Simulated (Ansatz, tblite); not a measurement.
Isomers of Ge5Se (singlet), found by a short tight-binding search and relaxed with r2SCAN-D4/def2-SVP in Ansatz.

The xTB rows come from tblite. Correlated methods freeze 54 core orbitals; core or outer-core shells of Ge, Se are correlated, in sets that lack core-valence functions.

Run but left out: HF/def2-TZVP (A: restricted singlet, unstable towards broken spin symmetry); BHLYP-D4/def2-TZVP (A: restricted singlet, unstable in another Hartree–Fock run and untested here).

A: The restricted singlet is unstable towards broken spin symmetry in Hartree–Fock (as tested in another run); at PBE-D4/def2-TZVP, r2SCAN-D4/def2-TZVP, PBE0-D4/def2-TZVP this wasn't settled. At MP2/def2-TZVP the restricted singlet (for correlated methods, its reference) is unstable: a solution with broken spin symmetry lies lower.

Other spin states weren't relaxed.

A:

```xyz
6

Ge   -0.606   -0.989   -1.527
Ge    1.187   -2.342   -0.821
Ge    0.975   -0.483    0.613
Ge   -0.707    1.637    0.704
Ge    1.047    1.237    2.223
Se   -1.896    0.939   -1.192
```

B:

Cartesian coordinates in Å:
```
Ge -0.483 -1.368 0.542
Ge -0.725 0.684 -1.198
Ge -1.914 1.180 0.756
Ge 0.788 -1.164 -1.859
Ge 0.402 1.041 1.624
Se 1.932 -0.372 0.135
```

C:

```xyz
6

Ge    0.9681    1.4534    0.5006
Ge   -1.4055    1.1388   -0.6182
Ge    0.8040    0.0514   -1.7336
Ge   -0.8126   -0.0643    1.7292
Ge    1.3968   -1.1520    0.6135
Se   -0.9507   -1.4273   -0.4915
```

Q: Estimate their order by electronic energy at PBE0-D4/def2-TZVP, counted from the lowest.

A: C (0.0) < B (3.9) < A (100.3), in kJ/mol.

Q: Do the other levels pick the same lowest one?

A: Not GFN1-xTB, PBE-D4/def2-TZVP, r2SCAN-D4/def2-TZVP. Energies above each level's lowest (kJ/mol):

```
              level      A     B      C
           GFN1-xTB    0.0  81.9  119.8
           GFN2-xTB  164.8  28.3    0.0
   PBE-D4/def2-TZVP   90.9   0.0    4.1
r2SCAN-D4/def2-TZVP   74.0   0.0    6.8
  PBE0-D4/def2-TZVP  100.3   3.9    0.0
      MP2/def2-TZVP   70.7   3.6    0.0
```
Point groups (tolerance 0.1 Å): A C2v, B not assigned, C not assigned. Lower isomers may exist.
